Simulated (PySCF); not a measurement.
## In (indium, neutral) across methods

[Kr] 4d10 5s1 5p1 5d1, one real determinant (an excited configuration). Computed with PySCF 2.14 in aug-cc-pV5Z-PP with ECP28MDF (8s8p6d4f3g2h, 139 functions), with scalar relativity through the core potential.

| method | E (hartree) | mean ε 5s α (eV) | mean ε 5p α (eV) | mean ε 5d α (eV) | Σ⟨r²⟩ (bohr²) | ⟨S²⟩ |
| --- | --- | --- | --- | --- | --- | --- |
| BP86 | -189.8921 | -12.684 | -6.077 | -1.055 | 101.5 | 3.751 |
| LDA | -189.4430 | -12.800 | -6.033 | -0.890 | 100.2 | 3.751 |
| UHF | -188.92701 | -16.308 | -9.419 | -1.581 | 108.8 | 3.752 |
| r2SCANh | -189.8359 | -13.317 | -6.675 | -0.949 | 103.1 | 3.752 |
| PBE | -189.7805 | -12.540 | -5.989 | -0.966 | 102.2 | 3.751 |
| PBE0 | -189.7839 | -13.660 | -6.956 | -1.181 | 103.9 | 3.751 |
| r2SCAN | -189.8478 | -12.905 | -6.336 | -0.866 | 102.8 | 3.753 |
| revPBE | -189.8399 | -12.486 | -5.990 | -0.999 | 103.2 | 3.751 |

⟨L²⟩ = 8.01 against 12 for a pure F term, so this real determinant mixes terms. Energies and moments cover only the electrons outside the core potential. The outer electron is Rydberg-like, and this basis confines it to a smaller radius and binds it less than a complete one would.
